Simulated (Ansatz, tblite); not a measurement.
Forces on SbMe2Cl (C2H6ClSb) at its PBE-D4/def2-SVP geometry. Total charge 0; singlet.

In the def2 sets Sb takes a core potential; there is no spin–orbit coupling. The xTB rows come from tblite.

GFN1-xTB (tblite), largest force 0.72 eV/Å:

```xyz
10
positions Å, forces eV/Å
Sb    1.298    0.033   -0.361   -0.178    0.625   -0.114
C     0.302    0.112    1.586   -0.086   -0.026    0.106
H     0.014   -0.915    1.888    0.124    0.708   -0.071
H    -0.601    0.747    1.498    0.480   -0.408    0.215
H     0.987    0.539    2.342   -0.501   -0.262   -0.343
C    -0.511   -0.637   -1.394   -0.115   -0.070   -0.037
H    -0.348   -0.606   -2.488   -0.228   -0.066    0.608
H    -1.349    0.032   -1.122    0.376   -0.483   -0.242
H    -0.742   -1.677   -1.087    0.029    0.665   -0.274
Cl    0.950    2.371   -0.862    0.099   -0.683    0.151
```

GFN2-xTB (tblite), largest force 0.78 eV/Å:

```
Sb -0.229 0.346 -0.027
C -0.243 0.015 0.370
H 0.193 0.733 -0.198
H 0.586 -0.423 0.099
H -0.479 -0.282 -0.501
C -0.382 -0.129 -0.183
H -0.132 -0.023 0.728
H 0.527 -0.455 -0.198
H 0.146 0.735 -0.222
Cl 0.012 -0.517 0.132
```

PBE0-D4/def2-TZVP (Ansatz), largest force 0.89 eV/Å:

```
Sb -0.803 0.358 0.123
C 0.000 0.056 0.055
H 0.152 0.494 -0.167
H 0.452 -0.329 0.026
H -0.338 -0.216 -0.387
C -0.033 0.022 -0.066
H -0.071 -0.018 0.544
H 0.431 -0.332 -0.115
H 0.133 0.506 -0.134
Cl 0.076 -0.542 0.121
```
